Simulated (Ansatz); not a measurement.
Born–Oppenheimer molecular dynamics of C$_{2}$H$_{7}$ClSn (11 atoms, charge 0, multiplicity 1). It starts at the highest image of a converged band. Of that band: Neighbouring images differ by up to 2.4 eV, so the band resolves the path poorly. A vibrational analysis at the climbing image gives one clearly imaginary mode, 1125i cm⁻¹: a first-order saddle point.

Method: RKS PBE0-D4/def2-SVP in Ansatz 0.2.0.

| Quantity | Value |
| --- | --- |
| ensemble | NVE (velocity Verlet) |
| time step | 0.5 fs |
| steps asked | 200 |
| starting velocities drawn for | 300 K |
| seed | 7789 |

First frame:

```xyz
11
Properties=species:S:1:pos:R:3
Sn -0.448 -0.024 0.718
H 0.796 -0.092 1.881
C 1.955 0.247 0.451
H 2.040 -0.301 -0.499
H 2.117 1.328 0.337
H 2.649 -0.178 1.188
C -0.774 1.559 -0.702
H -1.847 1.648 -0.911
H -0.394 2.497 -0.274
H -0.224 1.302 -1.617
Cl -0.504 -2.027 -0.570
```

Question: How far do the bonds stretch over the last three quarters of this one trajectory? (Pairs bonded in most of those frames.)

Answer: 
| bond | mean (Å) | spread (Å) | shortest | longest |
| --- | --- | --- | --- | --- |
| Sn1–C7 | 2.204 | 0.015 | 2.18 | 2.23 |
| Sn1–Cl11 | 2.454 | 0.057 | 2.35 | 2.52 |
| H2–C3 | 1.165 | 0.131 | 0.94 | 1.44 |
| C3–H4 | 1.112 | 0.042 | 1.04 | 1.18 |
| C3–H5 | 1.116 | 0.051 | 1.03 | 1.20 |
| C3–H6 | 1.132 | 0.077 | 0.99 | 1.32 |
| C7–H8 | 1.103 | 0.015 | 1.08 | 1.13 |
| C7–H9 | 1.104 | 0.009 | 1.09 | 1.12 |
| C7–H10 | 1.104 | 0.010 | 1.09 | 1.12 |

Mean temperature of the second half: 1825 K. The conserved energy stayed within 1.5 meV per atom of its start (net change 0.22 meV per atom), so the integration is sound. The system heated up, since it started high on the potential surface and ran downhill. A run of 0.1 ps of so small a system gives no equilibrium averages. The orbitals stay closed-shell, which can raise the energy where a bond breaks towards radicals; this wasn't checked here.

Time of the run: 6.7 min on 2 threads of Intel(R) Xeon(R) 6975P-C (Granite Rapids), on a shared host, peak memory 0.27 GiB.
